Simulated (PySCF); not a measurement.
## Bonding in `CCc1sncc1F`

Species: C5H6FNS.
Atom-mapped SMILES: `[CH3:1][CH2:2][c:3]1[s:4][n:5][cH:6][c:7]1[F:8]` (hydrogens: H9, H10, H11 on C1; H12, H13 on C2; H14 on C6)

Cartesian coordinates in Å at the GFN2-xTB level; atoms count from 1:
```
atom  x, y, z in Å
C1    -2.0178   -0.5936    0.5855
C2    -1.0955    0.2979   -0.2454
C3     0.3374    0.0049    0.0238
S4     1.0521   -1.5546   -0.1433
N5     2.5394   -1.0754    0.3208
C6     2.5632    0.1980    0.6035
C7     1.3275    0.8536    0.4493
F8     1.1377    2.1605    0.6903
H9    -1.8463   -1.6410    0.3474
H10   -3.0568   -0.3535    0.3762
H11   -1.8358   -0.4454    1.6474
H12   -1.2817    1.3497   -0.0163
H13   -1.3036    0.1403   -1.3076
H14    3.4796    0.6581    0.9263
```

Bond orders from the PBE0/pcSseg-1 density (PySCF). Geometry: GFN2-xTB, one conformer, isolated molecule.

**Question.** Where do the orders between heavy atoms depart from those drawn in the SMILES?

**Answer.** The largest departure is 0.330, at C3–S4 (drawn aromatic, 1.170), counting aromatic bonds as 1.5. The bonds drawn aromatic range from 1.17 to 1.58.

**Question.** Set the Mayer orders of the bonds between heavy atoms beside their lengths.

**Answer.** 
```
 bond  drawn as  length (Å)  Mayer order
C1–C2    single       1.528        1.051
C2–C3    single       1.487        0.992
C3–S4  aromatic       1.724        1.170
S4–N5  aromatic       1.630        1.177
N5–C6  aromatic       1.305        1.576
C6–C7  aromatic       1.407        1.251
C7–F8    single       1.342        0.972
C7–C3  aromatic       1.372        1.493
```

Bonds between the same two heavy elements. C–C: lowest C2–C3 (0.992, 1.487 Å), highest C7–C3 (1.493, 1.372 Å); in 1 of the 6 pairs the longer bond (by over 0.003 Å) has the higher order (by 0.02 or more).

**Question.** And the bonds to hydrogen?

**Answer.** C–H: 0.94 to 0.97 (6 bonds).

**Question.** Sum the orders of all bonds at each heavy atom with more than one neighbour and set the sums beside the valence in the SMILES.

**Answer.** C1 3.947 (drawn 4), C2 3.917 (drawn 4), C3 3.655 (drawn 4), S4 2.347 (drawn 2), N5 2.753 (drawn 3), C6 3.775 (drawn 4), C7 3.716 (drawn 4). Orders between atoms that aren't bonded are not in these sums.

The Mayer order sums products of elements of PS (density times overlap matrix) between the two atoms' basis functions, so it depends on the basis set.
